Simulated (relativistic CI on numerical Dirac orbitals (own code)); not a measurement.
**Ligand-field terms of d7**

Computed with a parametric ligand-field model of a d^n configuration (Racah B and C, spin-orbit zeta, crystal field), exact diagonalisation.

Field parameters in Wybourne normalisation: Td as Oh with Dq negative (B⁴₀ = 21Dq, B⁴₄ = √(5/14) B⁴₀). The field is a parameter set, without covalency.

B = 940 cm⁻¹, C = 4860 cm⁻¹ (C/B = 5.17), Td, no spin-orbit coupling. Tanabe-Sugano data, E/B above the lowest term (Δ = |10Dq|; b, c mark the second and third term of a kind):

```csv
Δ/B,4A2,4T2,4T1,4T1(b),2E,2T1
1.0,0.00,1.00,1.79,16.21,20.42,20.48
1.9,0.00,1.90,3.39,17.33,20.91,21.14
2.8,0.00,2.80,4.94,18.45,21.24,21.62
3.7,0.00,3.70,6.49,19.61,21.47,21.99
4.6,0.00,4.60,8.00,20.78,21.65,22.26
5.5,0.00,5.50,9.50,22.00,21.79,22.48
6.4,0.00,6.40,10.97,23.25,21.91,22.65
7.3,0.00,7.30,12.39,24.51,22.01,22.79
8.2,0.00,8.20,13.79,25.82,22.10,22.91
9.1,0.00,9.10,15.14,27.14,22.18,23.01
10.0,0.00,10.00,16.48,28.52,22.25,23.10
10.9,0.00,10.90,17.78,29.93,22.31,23.18
11.8,0.00,11.80,19.04,31.36,22.37,23.25
12.7,0.00,12.70,20.27,32.83,22.42,23.31
13.6,0.00,13.60,21.47,34.32,22.47,23.36
14.5,0.00,14.50,22.65,35.85,22.52,23.41
15.4,0.00,15.40,23.81,37.41,22.57,23.46
16.3,0.00,16.30,24.92,38.97,22.61,23.50
17.2,0.00,17.20,26.04,40.57,22.65,23.54
18.1,0.00,18.10,27.11,42.17,22.69,23.57
19.0,0.00,19.00,28.19,43.81,22.72,23.61
19.9,0.00,19.90,29.25,45.46,22.76,23.64
20.8,0.00,20.80,30.28,47.11,22.79,23.67
21.7,0.00,21.70,31.32,48.79,22.82,23.69
```

The ground term stays 4A2.
